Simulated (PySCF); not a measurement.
C4H4Cl2, SMILES C=C(Cl)/C=C\Cl. Heavy atoms are numbered as in [CH2:1]=[C:2]([Cl:3])/[CH:4]=[CH:5]\[Cl:6]. Hydrogens are named by the atom that carries them.

Geometry: ωB97X-D3(BJ)/def2-SVP. The structure was generated by enumeration; whether it is a known compound was not checked. One conformer was computed; it need not be the lowest.

Level of theory: PBE/pcSseg-1 in PySCF.

GIAO shieldings, no solvent; atoms alike by connectivity are averaged. δ = σ(ref) − σ: ¹³C against TMS (σ = 182.0 ppm); ³⁵Cl against HCl (σ = 936.5 ppm); ¹H against TMS (σ = 31.49 ppm), references at their B3LYP-D3(BJ)/def2-TZVP geometries, non-relativistic (without spin–orbit terms, shifts of atoms bonded to Cl or Br come out too high).

```
atoms     nucleus  count  δ (ppm)
--------  -------  -----  -------
C2            ¹³C      1      [?]
C5 (CH)       ¹³C      1      [?]
C4 (CH)       ¹³C      1    133.7
C1 (CH2)      ¹³C      1    125.6
Cl3          ³⁵Cl      1    267.4
Cl6          ³⁵Cl      1    251.8
H on C4        ¹H      1     6.36
H on C5        ¹H      1      [?]
H on C1        ¹H      2      [?]
```

Complete the blanks. (Estimate from the structure and the level; the computed values follow.)


- H on C5, δ (ppm): 6.31
- C5 (CH), δ (ppm): 134.7
- H on C1, δ (ppm): 5.73
- C2, δ (ppm): 151.1
